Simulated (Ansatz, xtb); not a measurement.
C5H9B: 3 structures ranked

3 gas-phase structures of C5H9B, from a drawn sample of its isomers (lower ones may exist). Each was relaxed with GFN2-xTB; where two conformers were screened, the lower at r2SCAN-D4/def2-SVP is listed:

A. `B[C@@H]1C[C@H]1C=C`, a singlet
B. `BC1(C=C)CC1`, a singlet
C. `B[C@@H]1C[C@@H]1C=C`, a singlet

Question: Estimate their order in r2SCAN-D4/def2-SVP energy at these geometries, lowest first.

Answer: Calculated order at r2SCAN-D4/def2-SVP: A (0.0), C (1.8), B (3.3) kcal/mol.

Energies above the lowest of each column, in kcal/mol; the last columns are at PBE0-D3(BJ)/def2-SVP geometries:

```
structure  GFN2-xTB  HF/STO-3G  r2SCAN-D4/def2-SVP  PBE0-D3(BJ)/def2-SVP  CCSD(T)/def2-SVP + ΔMP2/def2-TZVPP
        A       0.0        0.0                 0.0                   0.0                                 0.0
        C       1.2        1.3                 1.8                   1.6                                 1.6
        B       2.9        3.4                 3.3                   2.9                                 2.0
```

Every level run on A puts it lowest or level with the lowest. Flexible structures stand in one conformer each, not always the lowest. ΔMP2 is the change of the MP2 energy from the smaller to the larger basis.

Programs: Ansatz 0.2.0, xtb 6.7.1.
